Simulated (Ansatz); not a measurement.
Match the barriers

Saddle point of ZnH3ClF2, closed shell (ZnHCl ([Cl][ZnH]) + HF + HF → ZnClF + HF + H₂; bonds formed: Zn1–F5, H2–H6, H4–F7; bonds broken: Zn1–H2, H4–F5, H6–F7), PBE0-D4/def2-TZVP structure:

Zn1  (-0.795, -0.130, -0.713)
H2  (0.896, -0.232, -0.928)
Cl3  (-2.438, -0.360, -2.009)
H4  (0.375, 0.285, 1.361)
F5  (-0.750, 0.285, 1.197)
H6  (1.219, -0.049, -0.043)
F7  (1.493, 0.199, 1.135)
(Å)

Computed with Ansatz 0.2.0 (basis: def2-TZVPP, with def2-QZVPP for the basis limit); correlated methods freeze the cores. The 3s and 3p shells of Cu and Zn are frozen; filled d shells are correlated. Extrapolation: Hartree–Fock as exp(−7.88 √X), correlation as X^−2.97. Four methods, as single points on the PBE0-D4 structures, gave these electronic barriers from the start structure: 28.7, 34.8, 48.3, 80.5 kJ/mol.

Problem. The methods were, in alphabetical order, BLYP-D4, CCSD(T), HF, r2SCAN-D4. Which gave which? (A judgement: the text doesn't fix the answer.)

Solution. The calculation gives: r2SCAN-D4 28.7; BLYP-D4 34.8; CCSD(T) 48.3; HF 80.5 kJ/mol. For comparison, CCSD(T) at an estimated basis limit (MP2 extrapolated from triple and quadruple zeta, plus CCSD(T) − MP2 in triple zeta) gives 45.4 kJ/mol.

The T1 diagnostic stays at or below 0.014.

Labels in which every atom is bracketed show which atoms are joined, not bond orders.

For scale, one of the runs: CCSD(T)/def2-TZVPP, 210 basis functions, launched by `ansatz run in.yaml --threads 8 --pin off --events-out ev --progress --plain --max-ram 19148MiB`. Hardware: 8 CPU threads of an Intel Xeon Platinum 8488C, shared host. Wall time 28 s; peak host memory 3 GiB.
